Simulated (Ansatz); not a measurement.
Isolated molecules relaxed with PBE0-D4/def2-TZVP in Ansatz; ΔE leaves out vibrations. CBS: MP2 limit from def2 TZ/QZ plus the TZ coupled-cluster correction, frozen cores. This one scheme is used for every species. Functionals use def2-TZVPP. B3LYP here is the variant with VWN-RPA as its local correlation; programs differ in this. One conformer a species, not always the lowest.

`O[SiH2]CCl` + `NC=O` → `NC(=O)[SiH2]CCl` + H₂O  (formal exchange of groups at the Si–O bond)

(1) Is it downhill or uphill in electronic energy at CCSD(T)/CBS, and by how much? (Estimate.)

(2) What do these levels give: PBE0-D4, B3LYP-D4, ωB97X-V, B2PLYP, PBE, PBE0, HF/def2-TZVPP, SCS-MP2/def2-TZVPP, CCSD(T)/def2-TZVPP, HF/def2-QZVPP, MP2/CBS(def2), CCSD/CBS(def2)? (An estimate is asked.)

Largest T1 diagnostic among the species: 0.016.

## Answers

(1) Ansatz gave: Uphill: ΔE = +106.2 kJ/mol.

(2) The calculation gave: PBE0-D4 102.7, B3LYP-D4 108.8, ωB97X-V 110.0, B2PLYP 114.7, PBE 99.9, PBE0 106.4, HF/def2-TZVPP 134.5, SCS-MP2/def2-TZVPP 115.1, CCSD(T)/def2-TZVPP 108.6, HF/def2-QZVPP 135.2, MP2/CBS(def2) 108.9, CCSD/CBS(def2) 110.6 kJ/mol.

The D4 term adds −6.3 kJ/mol with B3LYP and −3.7 kJ/mol with PBE0; it sums over pairs of atoms, weighted by their polarisabilities, and B3LYP, whose exchange is more repulsive, gets the larger term. In def2-TZVPP, CCSD(T) changes the Hartree–Fock value by −25.9 kJ/mol (the triples alone add −4.4 kJ/mol) and MP2 by −23.2 kJ/mol. From PBE to PBE0 (25 % exact exchange), in def2-TZVPP and without D4, ΔE moves by +6.5 kJ/mol.
